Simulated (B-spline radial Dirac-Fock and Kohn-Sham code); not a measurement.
# The Sc-like isoelectronic sequence (21 electrons), Z = 53 to 63

The computed values come from a radial atomic solver: relaxed Dirac-Fock hole states (ΔSCF) with Breit and QED corrections and a finite nucleus. Binding energies in eV, tabulated ground configurations ([Ar] 3d3 throughout). No correlation.

```
  ion   2p1/2      3s   3p1/2  outermost level  NIST ionisation energy
 I³²⁺  6402.3  2384.5  2250.2      1990.0 (3d)                1999 ± 4
Xe³³⁺  6720.8  2513.4  2375.3      2103.0 (3d)                2113 ± 5
Cs³⁴⁺  7048.0  2645.9  2504.0      2219.2 (3d)                2230 ± 5
Ba³⁵⁺       ?       ?       ?                ?                       ?
La³⁶⁺  7728.9  2922.0  2772.3      2460.7 (3d)                2473 ± 5
Ce³⁷⁺  8082.8  3065.7  2912.0      2586.1 (3d)                2600 ± 4
Pr³⁸⁺  8445.9  3213.1  3055.4      2714.5 (3d)                2729 ± 4
Nd³⁹⁺  8818.2  3364.3  3202.6      2846.1 (3d)                2861 ± 4
Pm⁴⁰⁺  9199.8  3519.4  3353.6      2980.7 (3d)                2997 ± 4
Sm⁴¹⁺  9591.0  3678.4  3508.4      3118.4 (3d)                3137 ± 4
Eu⁴²⁺  9991.7  3841.3  3667.1      3259.3 (3d)                3279 ± 4
```

Question: Fill in the row of Ba³⁵⁺.

Answer: 2p1/2 7384.0, 3s 2782.1, 3p1/2 2636.3, outermost 2338.4 (3d), NIST 2349 ± 5 eV.

NIST's values are for the lowest levels; a dash marks a value that is missing or belongs to another shell. Their kind here: theoretical. Where a p, d or f shell is open in either ion the computed value averages over both j values and all terms, while the table refers to the lowest levels; that difference holds spin-orbit splitting (largest in heavy or highly charged ions), term energies where several electrons share open shells, and correlation, and it can reach 10 % or more.
